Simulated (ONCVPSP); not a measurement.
## Ge (Z = 32): ONCV pseudisation with LDA (Perdew-Wang 92), scalar-relativistic reference atom.

germanium, optimised norm-conserving Vanderbilt (ONCV), made with ONCVPSP 4.0.1 (LDA (Perdew-Wang 92), scalar-relativistic). Core [Ne], reference 3s2 3p6 3d10 4s2 4p1.5 (charge +0.5). Waves: 3s+4s: rc 1.15 bohr, ncon 4, nbas 8, qcut 13.2 1/bohr, 3 projectors, debl 0.9 Ha; 3p+4p: rc 0.90 bohr, ncon 3, nbas 6, qcut 13.6 1/bohr, 2 projectors; 3d: rc 0.80 bohr, ncon 3, nbas 8, qcut 20.8 1/bohr, 2 projectors, debl 3.1 Ha. Local part: polynomial inside 0.75 bohr (lpopt 5, dvloc0 1 Ha). Core correction: Teter function, fcfact 2, rcfact 1.8.

All-electron outer shells of the reference configuration (LDA (PZ), scalar-relativistic, ld1.x):

| shell | level (eV) | outermost node (bohr) | outermost maximum (bohr) |
| --- | --- | --- | --- |
| 2s | -1373.72 | 0.06 | 0.18 |
| 2p | -1202.33 | – | 0.14 |
| 3s | -172.00 | 0.26 | 0.54 |
| 3p | -119.64 | 0.23 | 0.54 |
| 3d | -33.81 | – | 0.50 |
| 4s | -15.85 | 0.77 | 1.73 |
| 4p | -7.57 | 0.82 | 2.14 |

Calculated quality:

```json
{
 "Cutoffs needed": "158 Ha and 179 Ha (the cutoffs (Ha) at which the residual kinetic energy of the hardest occupied pseudo-wave falls to 1 and 0.1 mHa per electron)",
 "Ghost test": "no bound ghost flagged; no localised positive-energy state flagged",
 "Largest excitation error": "-5.8 meV (all-electron minus pseudo) for 3s2 3p6 3d10 4s0 4p0, out of 4 test configurations",
 "rms error of d²Exc/dni dnj": "2.54 mHa without and 1.07 mHa with the model core"
}
```

Generation and tests took about 4.5 s on one core of a shared server CPU.
